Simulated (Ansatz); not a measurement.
Stepwise reaction of `[F][Ge]([F])([SeH])[SeH]` with hydrogen fluoride, as a gas-phase model of exchange steps in deposition or etching. ΔE in kJ/mol; ΔG adds harmonic PBE0-D4 terms to CCSD(T)/CBS, at 1 bar.

Computed with Ansatz on PBE0-D4/def2-TZVP structures; ΔE is electronic, products minus reactants. CCSD(T)/CBS adds triple-zeta CCSD(T) − MP2 to the extrapolated MP2 energy (def2 sets, frozen cores). This one scheme is used for every species. DFT in def2-TZVPP. B3LYP here is the variant with VWN-RPA as its local correlation; programs differ in this. For Ge, Se outer-core shells are correlated without core-valence functions, which leaves a few kJ/mol of doubt a bond. Scalar relativity is left out up to krypton. Each species was taken in one conformer, which may not be the lowest.

```
step                                                        reaction  PBE-D4  B3LYP-D4  ωB97M-V  CCSD(T)/CBS  ΔG(600 K)
   2  `[F][Ge]([F])([F])[SeH]` + H–F → `[F][Ge]([F])([F])[F]` + H₂Se    20.0      12.4      7.5         13.9       20.2
```

Question: Give the row of step 1, `[F][Ge]([F])([SeH])[SeH]` + H–F → `[F][Ge]([F])([F])[SeH]` + H₂Se. (Best estimate.)

Answer: Computed: 
```csv
step,reaction,PBE-D4,B3LYP-D4,ωB97M-V,CCSD(T)/CBS,ΔG(600 K)
1,`[F][Ge]([F])([SeH])[SeH]` + H–F → `[F][Ge]([F])([F])[SeH]` + H₂Se,9.3,1.9,-3.3,5.4,-6.4
```

Question: By hand: ΔE of the 2 steps together at CCSD(T)/CBS.

Answer: (5.4) + (13.9) = 19.3 kJ/mol, or 9.7 kJ/mol a step.

In ΔE each step is higher than the one before. All are uphill at CCSD(T)/CBS. ΔG lies between -6.4 and 20.2 kJ/mol a step. PBE-D4 differs from CCSD(T)/CBS by 3.9 to 6.1 kJ/mol a step. Only this route is followed, and other bonds may react first. Isolated molecules leave out the surface, adducts and barriers. Largest T1 diagnostic: 0.012.
